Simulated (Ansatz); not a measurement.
Single points on the cluster Mg₃O₂⁺.

```yaml
crystal:
  periodic: [false, false, false]
  atoms:
    - {symbol: Mg, position_ang: [-0.000906, -0.000715, 0.001253]}
    - {symbol: Mg, position_ang: [0.050922, -3.153290, -1.779486]}
    - {symbol: Mg, position_ang: [-0.047888, 3.155282, 1.776030]}
    - {symbol: O, position_ang: [0.023573, -1.590476, -0.895798]}
    - {symbol: O, position_ang: [-0.025702, 1.589198, 0.898001]}
basis:
  gaussian: {orbitals: def2-TZVP, initial_orbitals: start.molden}
total_charge: 1
magnetization: {spin_polarized: true, initial_magnetization: 1}
hamiltonian: {xc: {name: B3LYP}, dispersion: d4}
scf: {omitted_lower_state_checks: [starts]}
output: {orbitals: {seedname: orbitals}}
```

The file start.molden holds the orbitals of an earlier run on this structure, at another level or in another basis.

```sh
$ ansatz run in.yaml --threads 4 --pin off --events-out ev --progress --plain --max-ram 3916MiB
```

Shortened log:

```
Functional definition: B3LYP
1166 factors; their error is unknown
mean field evaluation 1: about -20427.2701 eV, gradient 4.0e0 eV
mean field evaluation 2: about -20427.3086 eV, gradient 5.3e-2 eV
mean field evaluation 4: about -20427.3690 eV, gradient 1.9e-4 eV
mean field -20427.36901785 eV, -750.6919652380 hartree, gradient 1.1e-5 eV, S^2 0.753442; 0 other end points of the search recorded, 0 dependent functions left out
reference -20427.36927896 eV, -750.6919748336 hartree; 26, 25 occupied and 132, 133 virtual orbitals, 1166 factors
Total energy: -20427.57526569 eV, -750.6995447063 hartree
Checks for a lower state left out: starts
```

Hardware: 4 threads of Arm Neoverse V2 on a shared host. Wall time 3.2 s.

As the first input, with `hamiltonian: {xc: pbe, dispersion: d4}`, `output: {forces: true, orbitals: {seedname: orbitals}}` (abridged; 2.2 s):

```
Functional definition: PBE
mean field -20411.59742979 eV, -750.1123700673 hartree, gradient 2.6e-5 eV, S^2 0.754739
Total energy: -20411.72259798 eV, -750.1169699134 hartree
Atom 0 force    -0.000740    -0.000366     0.000226 eV/Å
Atom 1 force    -0.004096     0.213019     0.120718 eV/Å
Atom 2 force     0.002756    -0.213844    -0.119317 eV/Å
Atom 3 force     0.001864    -0.041931    -0.024264 eV/Å
Atom 4 force     0.000216     0.043122     0.022636 eV/Å
Dipole moment:     0.002923     0.001713    -0.002976 e Å
Checks for a lower state left out: starts
```

First input, but with `hamiltonian: {xc: r2scan, dispersion: d4}` (abridged; 5.5 s):

```
Functional definition: r2SCAN
mean field -20421.84478940 eV, -750.4889535867 hartree, gradient 1.5e-5 eV, S^2 0.762527
Total energy: -20421.87390823 eV, -750.4900236840 hartree
Checks for a lower state left out: starts
```

First input, but with `hamiltonian: {xc: pbe0, dispersion: d4}` (abridged; 3.5 s):

```
Functional definition: PBE0
mean field -20412.49626067 eV, -750.1454014927 hartree, gradient 1.6e-5 eV, S^2 0.755180
Total energy: -20412.60384954 eV, -750.1493553107 hartree
Checks for a lower state left out: starts
```

As the first input, with `hamiltonian: {xc: {name: PBE-QIDH}}` and without the key `output` (abridged; 4 s):

```
Functional definition: PBE-QIDH
mean field -20398.39356965 eV, -749.6271371568 hartree, gradient 3.1e-6 eV, S^2 0.754828
5 core orbitals not correlated: weight in the atoms' cores, before any rotation towards them, 1.000 or more for the frozen orbitals, at most 0.000 for the correlated occupied ones
second order -31.46698284 eV of doubles, -0.00000000 eV of singles
Total energy: -20408.88258186 eV, -750.0126012459 hartree
Checks for a lower state left out: starts
```

First input, but with `gaussian: {orbitals: def2-SVP, initial_orbitals: start.molden}`, `correlation: {method: ccsd_t}`, `scf: {omitted_lower_state_checks: [starts, cluster_reference]}` and without the key `hamiltonian` (abridged; 19 s):

```
Functional definition: HF
mean field evaluation 16: about -20357.0555 eV, gradient 1.7e-6 eV
mean field -20357.05554029 eV, -748.1079925978 hartree, gradient 2.4e-6 eV, S^2 0.750979
5 core orbitals not correlated: weight in the atoms' cores, before any rotation towards them, 1.000 or more for the frozen orbitals, at most 0.000 for the correlated occupied ones
second order -12.61453085 eV of doubles, -0.00000000 eV of singles
cycle   1  -11.85896867 eV  change    7.6e-1 eV  update   1.6e-1
cycle   2  -12.31029265 eV  change   -4.5e-1 eV  update   6.7e-2
cycle   3  -12.43923346 eV  change   -1.3e-1 eV  update   3.7e-2
cycle   4  -12.46652601 eV  change   -2.7e-2 eV  update   1.8e-2
cycle   5  -12.45891600 eV  change    7.6e-3 eV  update   1.4e-2
cycle   6  -12.45537264 eV  change    3.5e-3 eV  update   1.1e-2
cycle   7  -12.45681089 eV  change   -1.4e-3 eV  update   1.1e-2
cycle   8  -12.45943648 eV  change   -2.6e-3 eV  update   9.5e-3
cycle   9  -12.46226753 eV  change   -2.8e-3 eV  update   7.7e-3
cycle  10  -12.46233226 eV  change   -6.5e-5 eV  update   5.1e-3
cycle  11  -12.46734869 eV  change   -5.0e-3 eV  update   2.9e-3
cycle  12  -12.46549872 eV  change    1.8e-3 eV  update   1.3e-3
cycle  13  -12.46484533 eV  change    6.5e-4 eV  update   7.2e-4
cycle  14  -12.46494141 eV  change   -9.6e-5 eV  update   3.3e-4
cycle  15  -12.46458817 eV  change    3.5e-4 eV  update   2.0e-4
cycle  16  -12.46447152 eV  change    1.2e-4 eV  update   9.1e-5
cycle  17  -12.46445128 eV  change    2.0e-5 eV  update   5.1e-5
cycle  18  -12.46445034 eV  change    9.3e-7 eV  update   3.0e-5
perturbative correction -0.40159918 eV, -0.0147584976 hartree
Total energy: -20369.92158981 eV, -748.5808111968 hartree
Checks for a lower state left out: starts, cluster_reference
```

Geometry: PBE-D4/def2-SVP.

B3LYP takes the VWN-RPA correlation. Correlated methods freeze 5 core orbitals; core or outer-core shells of Mg are correlated, in sets that lack core-valence functions. At PBE-D4/def2-TZVP, r2SCAN-D4/def2-TZVP the gap within one spin of the charge 1 doublet nearly closes, so an electron or hole may be smeared out by delocalisation error. Another isomer (doublet) lies 0.36 eV lower at PBE0-D4/def2-TZVP; other spin states weren't run for this one.
